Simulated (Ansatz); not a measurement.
A made-up structure of H₂TeS₂, singlet:

S1  (-1.537, 0.167, -1.188)
Te2  (1.891, 0.417, 0.227)
S3  (-0.338, 1.141, 0.618)
H4  (-1.838, -0.996, -0.584)
H5  (1.805, -1.024, 1.107)
(Å)

It is relaxed with PBE-D4/def2-SVP and then PBE0-D4/def2-TZVP (Ansatz 0.2.0). Atoms count as bonded within 1.22 times the sum of their covalent radii (H–H: 0.88 Å). The end point is not checked to be a true minimum.

Does its bonding change? (A judgement: the text doesn't fix the answer.)

By the calculation: No: no bond forms or breaks.

Where it ends: The first stage lowers the energy by 0.32 eV in 8 steps. It ends as H₂TeS₂ ([SH][S][TeH]):
```xyz
5
angstrom
S -1.4684 0.2314 -1.0834
Te 1.8772 0.4168 0.2318
S -0.4166 1.0278 0.4813
H -1.7592 -0.9636 -0.5343
H 1.7493 -1.0069 1.0843
```

Labels in which every atom is bracketed show which atoms are joined, not bond orders.

For scale, one of the runs: PBE0-D4/def2-TZVP relaxation, 136 basis functions, launched by `ansatz run in.yaml --threads 2 --pin off --events-out ev --progress --plain --max-ram 4352MiB`. The run took about 22 s on 2 CPU threads of an Arm Neoverse V2 (shared host).
